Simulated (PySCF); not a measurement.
# Two-component Hartree-Fock for Pr⁴⁺ (praseodymium, charge +4)

Start: [Xe] 4f1; 4f5/2 filled at m_j = +5/2. Calculated with PySCF 2.14 in x2c-TZVPPall-2c (11s11p10d4f2g, 140 functions): generalised Hartree-Fock with the X2C-1e Hamiltonian and a Gaussian nucleus; one run each with spin-orbit coupling (SO) switched off, then screened by Boettger's factors.

```csv
spinor shell,electrons,"ε, spin-free (eV)","ε, screened SO (eV)",weight of nominal j (screened SO),"rms radius, screened SO (bohr)"
1s1/2,2,-42244.6,-42238.5,1.000,0.0275
2s1/2,2,-6952.2,-6950.4,1.000,0.111
2p1/2,2,-6219.3,-6557.1,1.000,0.0958
2p3/2,4,-6219.3,-6071.1,1.000,0.102
3s1/2,2,-1590.3,-1589.6,1.000,0.290
3p1/2,2,-1353.0,-1421.5,1.000,0.282
3d3/2,4,-1019.4,-1031.9,1.000,0.266
3d5/2,6,-1019.4,-1010.4,1.000,0.269
4s1/2,2,-378.55,-378.34,1.000,0.657
4p1/2,2,-297.63,-313.12,0.998,0.679
4p3/2,4,-297.63,-290.63,0.999,0.705
4d3/2,4,-178.14,-181.43,0.970,0.766
4d5/2,6,-178.14,-175.76,0.980,0.775
5s1/2,2,-91.874,-91.833,1.000,1.53
5p1/2,2,-67.586,-70.272,0.987,1.67
5p3/2,4,-67.586,-66.367,0.993,1.74
4f5/2,1,-59.676,-59.826,0.991,1.00
```

Where does 3p3/2 lie, and what is the 3p spin-orbit splitting (screened SO)?

At -1322.5 eV, 98.982 eV above 3p1/2.

```tsv
quantity	spin-free	screened SO
E (hartree)	-9228.47650	-9232.79550
M_J	5/2	5/2
⟨J²⟩	9.758	8.822
⟨L²⟩	12.010	12.052
⟨S²⟩	0.751	0.793
```

Each row is a mean over spinors that exchange with the open shell spreads, by up to 7.123 eV (4d3/2).

⟨J²⟩ departs a little from M_J(M_J + 1) because the unrestricted spinors polarise the closed shells.

Breit and QED terms are absent; they matter most for the inner s and p1/2 levels.

Densities and radii are taken from the X2C orbitals without a picture-change correction, which distorts them close to the nucleus.

Without spin-orbit coupling the j labels of p, d and f shells carry no meaning; the spin-free column gives the mean over the occupied spinors of each nl shell, and its ⟨J²⟩ belongs to a mixture of degenerate components.
